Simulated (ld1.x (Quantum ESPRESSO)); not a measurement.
## Tc: one change to a TM potential, before and after

- Element: Tc (Z = 43)
- Generator: ld1.x (Quantum ESPRESSO) 7.5
- Type: norm-conserving Troullier–Martins (Kleinman–Bylander form)
- Functional: PBE
- Relativity: scalar-relativistic
- Frozen core: [Kr]
- Valence charge: 7
- Reference configuration: 4d5 5s1.75 5p0 (charge +0.25)
- Partial waves: 5s (bound): rc 2.30 bohr; 5p (bound, empty): rc 3.20 bohr; 4d (bound): rc 2.15 bohr
- Local potential: all-electron potential smoothed inside 2.55 bohr (lloc = -1)
- Core correction: Bessel-smoothed model core, default radius (core density twice the valence density)

Change: all radii but the core radius scaled by about 1.08 (s 2.48, p 3.44, d 2.32 bohr); local potential all-electron potential smoothed inside 2.74 bohr (lloc = -1).

Cutoffs: the cutoffs (Ry, on a coarse ladder) from which the occupation-weighted sum of valence levels, in a spherical-Bessel basis at the reference potential, stays within 10 and 1 mRy of its value at 400 Ry; they do not see the model core or the augmentation charge, which bear on the density cutoff. Errors are all-electron minus pseudo energies relative to the spin-unpolarised reference configuration.

Question: Predict the effect on cutoff, ghosts and configuration errors.

Answer: The potential gets softer (40 Ry and 45 Ry → 35 Ry and 40 Ry); of the 7 tests that both files solve, the error grows in 2 and shrinks in 0 by more than 15 % and 0.3 meV (median size 35.0 → 37.2 meV); neither file shows a bound ghost at the reference potential, the only one tested. A larger radius leaves more room for a smooth pseudo-wave, so fewer plane waves are needed.

| quantity | base | changed |
| --- | --- | --- |
| cutoff, loose | 40 Ry | 35 Ry |
| cutoff, tight | 45 Ry | 40 Ry |
| loose cutoff by channel (10 mRy a level) | s 6 Ry, d 35 Ry | s 6 Ry, d 30 Ry |
| bound ghosts | none | none |
| error for 4d5 5s2 5p0, meV [ΔE -1.45 eV] | +0.2 | +0.1 |
| error for 4d5 5s1 5p0, meV [ΔE 6.70 eV] | -3.0 | -4.3 |
| error for 4d5 5s0 5p0, meV [ΔE 21.56 eV] | -35 | -37 |
| error for 4d6 5s0 5p0, meV [ΔE 4.72 eV] | -138 | -145 |
| error for 4d4 5s2 5p1, meV [ΔE 5.16 eV] | -70 | -117 |
| error for 4d5 5s0 5p2, meV [ΔE 6.26 eV] | -8.9 | -8.5 |
| error for 4d3 5s0 5p0, meV [ΔE 92.30 eV] | -742 | -724 |

Base: These tests converged, but a pseudo level misses the all-electron one widely, so the file describes the atom poorly there or has found another state: 4d3 5s0 5p0: empty 5s by 5.4 eV (a node warning on the way).
